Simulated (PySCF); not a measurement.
Os(CO)3 (C3O3Os), SMILES [O+]#[C-]->[Os](<-[C-]#[O+])<-[C-]#[O+], multiplicity 1. Atoms are numbered in the order given.

```xyz
7

Os     0.2461    -0.2609     0.0000
O     -0.8744    -0.4129     2.8467
C     -0.3238    -0.3547     1.8410
O     -0.8744    -0.4129    -2.8467
C     -0.3238    -0.3547    -1.8410
O     -0.1096     2.6839     0.0000
C      0.0086     1.5372     0.0000
```
Charge 0, spin multiplicity 1.

Geometry optimised at PBE0-D3(BJ)/def2-SVP. The spin state was assumed, not searched. The def2 effective core potentials stand for the cores of Os; spin–orbit coupling is left out.

The numbers are results of PBE/def2-TZVP (PySCF), not measurements.

The molecule is in vacuum.

total energy: -430.58877 hartree
point group: Cs
highest occupied level: -5.60 eV
lowest empty level: -4.28 eV
orbital gap: 1.32 eV
dipole moment: 2.32 D
quadrupole, principal values (traceless, Buckingham form, about the centre of nuclear charge): -5.18, 0.16, 5.02 D·Å
mean static polarisability: 88.1 bohr³ (13.06 Å³)
polarisability, principal values: 63.9, 79.4, 121.0 bohr³
